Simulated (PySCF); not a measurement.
Vertical excitations of a molecule C2H8GeO3 from TDA-ωB97X/def2-SVPD in PySCF, as energy in eV (oscillator strength): 7.67 (0.135), 7.70 (0.057), 8.06 (0.065), 8.31 (0.111), 8.81 (0.023), 8.92 (0.038). Lowest triplet (TDA): 7.17 eV. Geometry optimised at B3LYP-D3(BJ)/def2-SVP. Other conformers were not sampled.

Pick the molecule that these values belong to.
A. C[O][Ge]([CH3])([OH])[OH]
B. C[O][GeH]([OH])[O]C
C. C[CH2][Ge]([OH])([OH])[OH]
D. CC[O][GeH]([OH])[OH]

C, C[CH2][Ge]([OH])([OH])[OH]
